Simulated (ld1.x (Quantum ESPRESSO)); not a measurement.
## bismuth (Bi): one change to a TM potential, before and after

- Element: bismuth
- Generator: ld1.x (Quantum ESPRESSO) 7.5
- Type: norm-conserving Troullier–Martins (Kleinman–Bylander form)
- Functional: PBEsol
- Relativity: fully relativistic
- Frozen core: [Xe] 4f14
- Valence charge: 15
- Reference configuration: 5d10 6s2 6p2 (charge +1)
- Partial waves: 6p (bound): rc 2.40 bohr; 5d (bound): rc 1.25 bohr; 6s (bound): rc 1.85 bohr
- Local potential: the s channel
- Core correction: Bessel-smoothed model core inside 1.20 bohr

Open shells are filled in proportion to 2j + 1 (rel_dist='average').

Change: functional LDA (PZ).

Cutoffs: the cutoffs (Ry, on a coarse ladder) from which the occupation-weighted sum of valence levels, in a spherical-Bessel basis at the reference potential, stays within 10 and 1 mRy of its value at 400 Ry; they do not see the model core or the augmentation charge, which bear on the density cutoff. Errors are all-electron minus pseudo energies relative to the spin-unpolarised reference configuration.

How do hardness, ghosts and transferability respond?

The potential gets neither clearly harder nor softer (90 Ry and 110 Ry → 90 Ry and 110 Ry); of the 7 tests that both files solve, the error grows in 1 and shrinks in 2 by more than 15 % and 0.3 meV (median size 1.8 → 1.9 meV); neither file shows a bound ghost.

| quantity | base | changed |
| --- | --- | --- |
| cutoff, loose | 90 Ry | 90 Ry |
| cutoff, tight | 110 Ry | 110 Ry |
| bound ghosts | none | none |
| error for 5d10 6s2 6p3, meV [ΔE -8.10 → -8.31 eV] | +1.0 | +1.1 |
| error for 5d10 6s2 6p1, meV [ΔE 15.47 → 15.75 eV] | +0.1 | +0.4 |
| error for 5d10 6s2 6p0, meV [ΔE 39.05 → 39.68 eV] | -6.9 | -3.0 |
| error for 5d9 6s2 6p3, meV [ΔE 25.07 → 25.01 eV] | -227 | -218 |
| error for 5d10 6s1 6p0, meV [ΔE 84.51 → 85.58 eV] | -21 | -9.6 |
| error for 5d10 6s2 6p2.5, meV [ΔE -4.91 → -5.02 eV] | +0.3 | +0.2 |
| error for 5d10 6s2 6p3.3, meV [ΔE -9.24 → -9.50 eV] | +1.8 | +1.9 |
| s: phases at 2.59 bohr within 0.05 rad from the reference energy up to (Ry; the scan ends near 5) | 1.8 | 1.8 |
| p1/2: phases at 2.59 bohr within 0.05 rad from the reference energy up to (Ry; the scan ends near 5) | 3.0 | 3.0 |
| p3/2: phases at 2.59 bohr within 0.05 rad from the reference energy up to (Ry; the scan ends near 5) | 2.8 | 2.8 |
| d3/2: phases at 2.59 bohr within 0.05 rad from the reference energy up to (Ry; the scan ends near 5) | -0.1 | -0.1 |
| d5/2: phases at 2.59 bohr within 0.05 rad from the reference energy up to (Ry; the scan ends near 5) | 0.0 | 0.0 |
